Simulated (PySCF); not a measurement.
# Vibration and rotation of CsNa⁺

UHF-CCSD(T) constants of CsNa⁺, ²Σ⁺ (doublet), unpaired electrons σ ↑ (PySCF, scalar-relativistic core potentials, basis sets Cs def2-SVP with ECP46, Na def2-SVP; masses 132.9054 and 22.9898 u):

```
ωe             : 62.4 cm⁻¹
ωexe           : 0.283 cm⁻¹
Be             : 0.040093 cm⁻¹
αe             : 0.000247 cm⁻¹
De to Cs⁺ + Na : 0.373 eV
```

What force constant and bond length do these constants imply?

Reduced mass μred = 19.599 u; k = 5.8918×10⁻⁷·μred·ωe² (u, cm⁻¹, mdyn/Å) = 0.0450 mdyn/Å; Re = √(16.8576/(μred·Be)) (u, cm⁻¹, Å) = 4.632 Å.

Estimate the centrifugal constant D from the Kratzer relation and find the Dunham coefficient a1.

D = 4Be³/ωe² = 6.62e-08 cm⁻¹; a1 = −1 − αeωe/(6Be²) = -2.60.

Correlated steps freeze 1 core orbital. The bond is weak. Basis-set superposition, not corrected here, can be much of De in a small basis, most of all at correlated wavefunction levels. Spin–orbit coupling is left out. For an ion De counts to the pair picked by the measured ionisation energies or electron affinities, which need not be the lowest pair at this level. The state is the lowest determinant that a PBE0 search found; another state may lie lower at other levels.
